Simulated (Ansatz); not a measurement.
```yaml
crystal:
  periodic: [false, false, false]
  atoms:
    - {symbol: C, position_ang: [2.371698, 0.077638, -0.587814]}
    - {symbol: C, position_ang: [1.357775, -0.668525, 0.251311]}
    - {symbol: N, position_ang: [0.112490, 0.059126, 0.339478]}
    - {symbol: C, position_ang: [-0.937968, -0.652453, 1.030972]}
    - {symbol: C, position_ang: [-2.244412, 0.108609, 0.977546]}
    - {symbol: D, position_ang: [-0.459000, 1.027054, -1.363800]}
    - {symbol: Cl, position_ang: [-0.506247, 3.333404, -1.517130]}
    - {symbol: Cl, position_ang: [-1.119707, -0.045681, -3.325968]}
    - {symbol: H, position_ang: [2.524158, 1.091239, -0.208521]}
    - {symbol: H, position_ang: [3.336931, -0.431390, -0.600729]}
    - {symbol: H, position_ang: [2.052644, 0.137626, -1.641057]}
    - {symbol: H, position_ang: [1.219887, -1.685596, -0.153927]}
    - {symbol: H, position_ang: [1.757955, -0.795097, 1.268302]}
    - {symbol: H, position_ang: [-1.086852, -1.670039, 0.630944]}
    - {symbol: H, position_ang: [-0.638515, -0.776856, 2.082303]}
    - {symbol: H, position_ang: [-2.631286, 0.167235, -0.052829]}
    - {symbol: H, position_ang: [-3.024146, -0.388141, 1.557379]}
    - {symbol: H, position_ang: [-2.123007, 1.123149, 1.365442]}
basis:
  gaussian: {orbitals: def2-TZVPD}
magnetization: {spin_polarized: true, initial_magnetization: 2}
hamiltonian: {xc: {name: r2SCAN}}
correlation: {method: rpa}
```

```sh
$ ansatz run in.yaml --threads 4 --pin off --events-out ev --progress --plain --max-ram 66560MiB --backend cpu
```

Output, abridged:

```
Error: YAML parse error: error: line 9 column 16: `D` is not an element symbol (H … Og, case-exact)
 7 |     - {symbol: C, position_ang: [-0.937968, -0.652453, 1.030972]}
 8 |     - {symbol: C, position_ang: [-2.244412, 0.108609, 0.977546]}
 9 |     - {symbol: D, position_ang: [-0.459000, 1.027054, -1.363800]}
10 |     - {symbol: Cl, position_ang: [-0.506247, 3.333404, -1.517130]}
11 |     - {symbol: Cl, position_ang: [-1.119707, -0.045681, -3.325968]}
```

Task: What is wrong with this run?

Result: An element symbol is wrong. The program refused the input.
